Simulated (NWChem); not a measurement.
System: CH3ClN2Zn; SMILES [Cl][Zn]1[NH]C=[NH]->1

```xyz
8

Zn     0.0000     0.0000    -0.1535
Cl     0.0000     0.0000    -2.2846
C      0.0000     0.0000     2.2472
N      0.0000    -1.1091     1.5375
N      0.0000     1.1091     1.5375
H      0.0000     0.0000     3.3515
H      0.0000    -1.9995     2.0172
H      0.0000     1.9995     2.0172
```
Atoms are numbered in this order, from 1.

All runs: NWChem. Pople sets run with spherical d functions. Structure relaxed at the PBE0/def2-SVP level. Not confirmed as a minimum by frequencies. B3LYP is NWChem's, with the RPA form of VWN correlation. Vzz is the largest principal value of the second derivative of the potential at the nucleus (NWChem prints the opposite sign); η is the asymmetry. Non-relativistic.

Problem. What does the run give for B3LYP/6-31G*? Quantities: Vzz Zn1 (a.u.); η Zn1; Vzz Cl2 (a.u.); η Cl2; Vzz N5 (a.u.); η N5.

Solution. The vzz Zn1 (a.u.) is 0.914 and the η Zn1 is 0.33. The vzz Cl2 (a.u.) comes out as 1.471, the η Cl2 comes out as 0.15 and the vzz N5 (a.u.) is 0.509. The η N5 comes out as 0.63.
